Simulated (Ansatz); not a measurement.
Input for Ansatz (a program for electronic structure): R-CCSD(T)/cc-pV(D+d)Z on AlClH2O2 (SMILES [OH][Al]([OH])[Cl]), a point of a torsion scan. Files ending in .json are basis or fitting sets from the Basis Set Exchange.

Ansatz 0.2 input:
```yaml
crystal:
  periodic: [false, false, false]
  atoms:
    - {symbol: O, position_ang: [-1.11505962, -0.79985108, 0.28148416]}
    - {symbol: Al, position_ang: [0.17616301, 0.20557428, 0.43629166]}
    - {symbol: O, position_ang: [0.46500218, 1.07463695, 1.80576456]}
    - {symbol: Cl, position_ang: [1.54529368, 0.40987283, -1.04509375]}
    - {symbol: H, position_ang: [-1.82456464, -1.31136828, -0.07389420]}
    - {symbol: H, position_ang: [0.24440099, 1.34851928, 2.68377255]}
basis:
  gaussian:
    orbitals: cc-pV_D+d_Z.json
magnetization: {spin_polarized: false}
correlation: {method: ccsd_t, electrons: outside_noble_gas}
scf: {lower_state_search: off}
```

Program output:

```
WARN ansatz: RAYON_NUM_THREADS=1 ignored (pool sized by the plan → 1); use --threads N
Functional definition: HF
these checks for a lower state are left out or cut short: stability, starts, cluster_reference, orbital_swaps, neighbouring_geometries, increment
integrals: 0.08 GiB planned
829 factors; integrals over basis functions are off by at most 1.1e-3 eV
mean field: 0.21 GiB planned
mean field evaluation 1: about -23193.9439 eV, gradient 4.8e1 eV
mean field evaluation 2: about -23193.9726 eV, gradient 4.8e1 eV
mean field evaluation 4: about -23198.0220 eV, gradient 2.1e0 eV
mean field evaluation 8: about -23198.0474 eV, gradient 1.3e-1 eV
mean field -23198.04749376 eV, -852.5125211943 hartree, gradient 1.1e-6 eV, S^2 0.000000; 0 other end points of the search recorded, 0 dependent functions left out
12 core orbitals not correlated
reference -23198.04749376 eV, -852.5125211943 hartree; 12, 12 occupied and 60, 60 virtual orbitals, 829 factors
second order -15.44719071 eV of doubles, -0.00000000 eV of singles
coupled cluster: 0.22 GiB planned
cycle   1  -15.71550499 eV  change   -2.7e-1 eV  update   8.1e-2
cycle   2  -16.00423816 eV  change   -2.9e-1 eV  update   2.3e-2
cycle   3  -16.09009254 eV  change   -8.6e-2 eV  update   1.3e-2
cycle   4  -16.08516079 eV  change    4.9e-3 eV  update   2.6e-3
cycle   5  -16.08354533 eV  change    1.6e-3 eV  update   1.0e-3
cycle   6  -16.08365892 eV  change   -1.1e-4 eV  update   3.1e-4
cycle   7  -16.08354587 eV  change    1.1e-4 eV  update   1.0e-4
cycle   8  -16.08352818 eV  change    1.8e-5 eV  update   3.3e-5
cycle   9  -16.08353835 eV  change   -1.0e-5 eV  update   1.4e-5
perturbative correction -0.31037437 eV, -0.0114060476 hartree
Total energy: -23214.44140648 eV, -853.1149863745 hartree
Checks for a lower state left out: stability, starts, cluster_reference, orbital_swaps, neighbouring_geometries, increment
```

Self-consistency was reached.

Cost: about 4 core-seconds (a rough figure).
